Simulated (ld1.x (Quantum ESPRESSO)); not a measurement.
**Before and after: TM potential for sulfur (S)**

ld1.x (Quantum ESPRESSO) 7.5 input, shortened:

```
&input
   title='S', zed=16., rel=0, dft='PBESOL', iswitch=3,
   config='[Ne] 3s2 3p2.5'
 /
 &inputp
   pseudotype=2, tm=.true., lloc=0,
   nlcc=.true., rcore=1.05
 /
2
3P  2  1   2.50   0.00  1.40  1.40  0.0
3S  1  0   2.00   0.00  1.45  1.45  0.0
 &test
   configts(1)='3s2 3p2.5'
 /
```

Change: core correction a·sin(br)/r model core inside 0.58 bohr.

Cutoffs: the cutoffs (Ry, on a coarse ladder) from which the occupation-weighted sum of valence levels, in a spherical-Bessel basis at the reference potential, stays within 10 and 1 mRy of its value at 400 Ry; they do not see the model core or the augmentation charge, which bear on the density cutoff. Errors are all-electron minus pseudo energies relative to the spin-unpolarised reference configuration.

Problem. What does the change do?

Solution. The potential gets neither clearly harder nor softer (40 Ry and 60 Ry → 40 Ry and 60 Ry); of the 7 tests that both files solve, the error grows in 3 and shrinks in 0 by more than 15 % and 0.3 meV (median size 11.3 → 12.2 meV); neither file shows a bound ghost. A model core, the more so a compact one, raises the density cutoff, which this test does not measure.

```csv
quantity,base,changed
"cutoff, loose",40 Ry,40 Ry
"cutoff, tight",60 Ry,60 Ry
bound ghosts,none,none
"error for 3s2 3p4, meV [ΔE -21.48 eV]",+11,+12
"error for 3s2 3p3, meV [ΔE -9.73 eV]",+1.9,+2.1
"error for 3s2 3p2, meV [ΔE 12.52 eV]",+2.6,+3.0
"error for 3s2 3p4.3, meV [ΔE -23.18 eV]",+14,+15
"error for 3s2 3p1, meV [ΔE 46.53 eV]",+30,+35
"error for 3s2 3p0, meV [ΔE 93.29 eV]",+102,+120
"error for 3s1 3p4, meV [ΔE 0.98 eV]",+0.9,+0.9
s: phases at 1.60 bohr within 0.05 rad from the reference energy up to (Ry; the scan ends near 5),4.7,4.7
p: phases at 1.60 bohr within 0.05 rad from the reference energy up to (Ry; the scan ends near 5),to the end of the scan,to the end of the scan
```
